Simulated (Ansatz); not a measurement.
B₇N₇. Total charge 0; singlet. Geometry r2SCAN-D4/def2-SVP.

Cartesian coordinates in Å:
```
N 1.181 0.186 1.732
B 1.425 0.623 0.493
N -0.772 -1.097 1.391
B -0.273 0.204 1.717
N -1.016 1.477 1.560
N 0.880 1.885 -0.226
B -0.251 2.006 0.658
N 0.482 -2.011 -0.390
B -0.828 -1.542 0.032
B 0.938 -0.903 -0.982
N 0.270 -0.030 -2.076
B 0.866 0.855 -1.171
N -1.849 -1.139 -0.965
B -1.053 -0.513 -1.774
```

B3LYP takes the VWN-RPA correlation. Single mean-field runs in def2-TZVP are fitted with def2-universal-jkfit. At PBE-D4/def2-TZVP the restricted singlet is unstable: a solution with broken spin symmetry lies lower. The restricted singlet is unstable towards broken spin symmetry at other levels; at BLYP-D4/def2-TZVP, r2SCAN-D4/def2-TZVP, B3LYP-D4/def2-TZVP, PBE0-D4/def2-SVP this wasn't settled. The order of the spin states hangs on the level: the triplet lies 0.12 eV below the singlet at PBE0-D4/def2-TZVP, but 0.27 eV above it at PBE-D4/def2-TZVP.

Q: Estimate the orbital energies around the gap (eV) in Ansatz with PBE-D4/def2-TZVP, BLYP-D4/def2-TZVP, r2SCAN-D4/def2-TZVP, B3LYP-D4/def2-TZVP, PBE0-D4/def2-SVP.

A: 
```
orbital  PBE-D4/def2-TZVP  BLYP-D4/def2-TZVP  r2SCAN-D4/def2-TZVP  B3LYP-D4/def2-TZVP  PBE0-D4/def2-SVP
 HOMO−9             -9.81              -9.60               -10.17              -11.05            -11.33
 HOMO−8             -9.69              -9.52               -10.00              -10.83            -11.12
 HOMO−7             -8.52              -8.35                -8.83               -9.64             -9.88
 HOMO−6             -8.25              -8.07                -8.54               -9.38             -9.62
 HOMO−5             -7.74              -7.58                -8.00               -8.78             -8.98
 HOMO−4             -7.57              -7.42                -7.83               -8.64             -8.85
 HOMO−3             -7.25              -7.09                -7.47               -8.25             -8.48
 HOMO−2             -6.91              -6.76                -7.07               -7.95             -8.15
 HOMO−1             -6.80              -6.67                -7.04               -7.71             -7.86
   HOMO             -6.27              -6.10                -6.41               -7.07             -7.26
   LUMO             -5.62              -5.44                -5.63               -5.15             -4.96
 LUMO+1             -3.73              -3.57                -3.55               -3.03             -2.76
 LUMO+2             -3.58              -3.44                -3.32               -2.87             -2.53
 LUMO+3             -2.96              -2.81                -2.63               -2.21             -1.91
 LUMO+4             -2.51              -2.41                -2.21               -1.84             -1.46
 LUMO+5             -2.08              -1.98                -1.69               -1.32             -0.96
```
